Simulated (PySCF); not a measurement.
## Spinor energies of Co³⁺ (cobalt, charge +3)

Start: [Ar] 3d6; 3d3/2 filled at m_j = -3/2, -1/2, +1/2, +3/2; 3d5/2 filled at m_j = +3/2, +5/2. Calculated with PySCF 2.14 in x2c-QZVPPall-2c (11s9p5d4f2g, 109 functions): generalised Hartree-Fock with the X2C-1e Hamiltonian and a Gaussian nucleus; one run each with spin-orbit coupling (SO) switched off, then screened by Boettger's factors.

```
spinor shell  electrons  ε, spin-free (eV)  ε, screened SO (eV)  weight of nominal j (screened SO)  rms radius, screened SO (bohr)
       1s1/2          2            -7815.8              -7815.7                              1.000                          0.0649
       2s1/2          2            -1004.5              -1004.5                              1.000                           0.276
       2p1/2          2            -862.15              -872.83                              0.987                           0.247
       2p3/2          4            -862.15              -856.90                              0.993                           0.249
       3s1/2          2            -163.93              -163.91                              1.000                           0.825
       3p3/2          4            -120.25              -119.36                              0.829                           0.876
       3p1/2          2            -120.25              -122.04                              0.659                           0.872
       3d3/2          4            -57.248              -56.879                              0.662                            1.03
       3d5/2          2            -57.248              -57.997                              0.894                            1.02
```

| quantity | spin-free | screened SO |
| --- | --- | --- |
| E (hartree) | -1389.92336 | -1389.95259 |
| M_J | 4 | 4 |
| ⟨J²⟩ | 20.005 | 20.006 |
| ⟨L²⟩ | 6.003 | 6.013 |
| ⟨S²⟩ | 6.003 | 5.997 |

Each row is a mean over spinors that exchange with the open shell spreads, by up to 17.173 eV (3p3/2).

Rows whose weight is well below 1 are mixtures of j = l ± 1/2: exchange outweighs spin-orbit coupling there, and the label is only the starting occupation.

Without spin-orbit coupling the j labels of p, d and f shells carry no meaning; the spin-free column gives the mean over the occupied spinors of each nl shell.
